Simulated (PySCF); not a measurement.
From computed data to an observable: oscillator strength and radiative lifetime

oxepine (C6H6O), SMILES C1=CC=COC=C1.

Coordinates come from a PBE-D3(BJ)/def2-SVP optimisation.

TDA-PBE/def2-SVPD run with PySCF puts the first singlet state with f over 0.02 at 3.51 eV (vertical), with the transition dipole (0.000, 0.000, -0.688) in atomic units.

Task: Find the oscillator strength, the wavelength and the radiative lifetime that this transition would have in vacuum if emission retraced absorption.

Result: 
|μ|² = 0.4733 au, so |μ| = 1.75 D. ΔE = 3.51/27.211 = 0.1290 hartree. f = (2/3) ΔE |μ|² = 0.041 (the program prints 0.041).
λ = 1239.84/3.51 = 353 nm; ν = 28310 cm⁻¹.
Einstein's coefficient A = 0.6670 ν² f s⁻¹ (ν in cm⁻¹) = 2.2e7 s⁻¹, so τ = 1/A = 46 ns. This state is S1. The figure is the radiative limit of this one transition; relaxation, internal conversion, crossing to triplets and a medium change what is measured.
